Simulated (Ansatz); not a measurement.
A nudged elastic band was laid between two geometries of ClGaH4N2 + FH (10 atoms, charge 0, multiplicity 1).

Computed with RHF/def2-SVP (Ansatz).

* movable images: 3
* climbing image: yes
* spring: 5.0 eV/Å²
* optimiser: quadratic models (default)
* start path: through a guess of the saddle point
* force threshold: 0.05 eV/Å
* iteration limit: 60
* end points: relaxed

Initial state:

```xyz
10
Properties=species:S:1:pos:R:3
Ga 0.007 -0.103 -0.145
Cl 0.020 -0.693 1.976
N 1.613 -0.085 -0.971
H 2.478 -0.169 -0.477
H 1.755 0.216 -1.914
N -1.614 -0.025 -0.935
H -2.472 -0.085 -0.424
H -1.768 0.260 -1.881
F 0.066 2.197 1.047
H 0.071 1.796 1.863
```

Final state:

```xyz
10
Properties=species:S:1:pos:R:3
Ga 0.013 0.601 -0.601
Cl 0.061 0.133 3.035
N 1.625 0.012 -1.139
H 1.775 -0.785 -1.723
H 2.486 0.373 -0.778
N -1.628 0.066 -1.106
H -1.816 -0.724 -1.689
H -2.469 0.457 -0.732
F 0.046 1.963 0.522
H 0.064 1.215 2.350
```

Task: What changes between the two ends?

Result: Bonds broken: Ga1–Cl2, F9–H10. Bonds formed: Ga1–F9, Cl2–H10. ClGaH4N2 + FH becomes ClH + FGaH4N2.

Task: What energy profile does the band end with?

Result: It converged. The highest image is number 2 of 0 to 4, 20.4 kcal/mol above the first end and 12.8 kcal/mol above the last; the last end lies 7.6 kcal/mol above the first. Another band between the same ends (9 images) ends at a top of the same energy, where a vibrational analysis finds 1 clearly imaginary mode. So few images can step over the top or miss a turn of the path. The orbitals stay closed-shell, which can raise the energy where a bond breaks towards radicals; this wasn't checked here.

```json
{"image": "0", "path coordinate (Å)": "0.00", "energy (kcal/mol)": "0.0", "Ga1–Cl2 (Å)": "2.20", "F9–H10 (Å)": "0.91", "Ga1–F9 (Å)": "2.59"}
{"image": "1", "path coordinate (Å)": "1.37", "energy (kcal/mol)": "2.6", "Ga1–Cl2 (Å)": "2.22", "F9–H10 (Å)": "0.91", "Ga1–F9 (Å)": "2.40"}
{"image": "2", "path coordinate (Å)": "2.73", "energy (kcal/mol)": "20.4", "Ga1–Cl2 (Å)": "2.60", "F9–H10 (Å)": "1.21", "Ga1–F9 (Å)": "1.91"}
{"image": "3", "path coordinate (Å)": "6.09", "energy (kcal/mol)": "7.9", "Ga1–Cl2 (Å)": "4.99", "F9–H10 (Å)": "1.95", "Ga1–F9 (Å)": "1.76"}
{"image": "4", "path coordinate (Å)": "9.45", "energy (kcal/mol)": "7.6", "Ga1–Cl2 (Å)": "3.67", "F9–H10 (Å)": "1.98", "Ga1–F9 (Å)": "1.77"}
```

Task: What is the geometry of the highest image?

Result: 
```xyz
10
Properties=species:S:1:pos:R:3
Ga 0.017 0.399 -0.295
Cl -0.059 -0.114 2.254
N 1.637 0.153 -1.052
H 1.884 -0.696 -1.520
H 2.451 0.626 -0.712
N -1.624 -0.058 -0.878
H -2.437 -0.073 -0.295
H -1.853 -0.183 -1.843
F 0.102 1.988 0.753
H 0.039 1.269 1.728
```

The band took 43 iterations and of the order of 8 core-minutes.

The run took 4.3 min on 2 threads of Arm Neoverse V1, on a shared host, peak memory 0.28 GiB.
